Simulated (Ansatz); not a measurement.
Frontier orbitals of GeH3NO, SMILES `[NH2][Ge][OH]`.

```xyz
6

N     0.0072   -0.9667    0.0071
Ge    0.1427    0.3373   -1.2683
O     0.0102    1.7859   -0.2200
H     0.0462   -1.9428   -0.2417
H    -0.1087   -0.8389    1.0016
H    -0.0975    1.6253    0.7213
```

Total charge 0; spin multiplicity 1. Correlated methods include outer-core shells of Ge, which these sets cover unevenly. Scalar relativity is left out up to krypton. The structure was optimised at the PBE0-D4/def2-TZVP level. It is one conformer, not always the lowest. Basis def2-TZVPP, Ansatz 0.2.0.

A caution on the coupled-cluster cation, which keeps the state that its UHF reference found: it lies well above the hybrids' cation and may not be the lowest state.

| functional | HOMO (eV) | LUMO (eV) |
| --- | --- | --- |
| PBE0 | -7.34 | -1.06 |

**Question.** Give HOMO and LUMO (eV) with LDA (SPW92), PBE, revPBE, BLYP, r2SCAN, B97M-V, B3LYP, r2SCANh, r2SCAN0, HSE06 (plane-wave form), BHLYP, CAM-B3LYP, LC-ωPBE, ωB97X-V, ωB97M-V, HF. (Best estimate.)

**Answer.** The calculation gave: 
```tsv
functional	HOMO	LUMO
LDA (SPW92)	-6.39	-2.03
PBE	-6.22	-1.82
revPBE	-6.16	-1.73
BLYP	-6.14	-1.73
r2SCAN	-6.50	-1.75
B97M-V	-6.46	-1.66
B3LYP	-7.20	-1.28
r2SCANh	-6.92	-1.45
r2SCAN0	-7.53	-1.02
HSE06 (plane-wave form)	-6.94	-1.43
BHLYP	-8.38	-0.23
CAM-B3LYP	-8.70	-0.03
LC-ωPBE	-9.95	1.10
ωB97X-V	-9.63	1.01
ωB97M-V	-9.56	0.91
HF	-9.81	1.98
```

B3LYP here is the variant with VWN-RPA as its local correlation; programs differ in this. LC-ωPBE has ω = 0.4 bohr⁻¹. Positive LUMOs are unbound and depend on the basis.
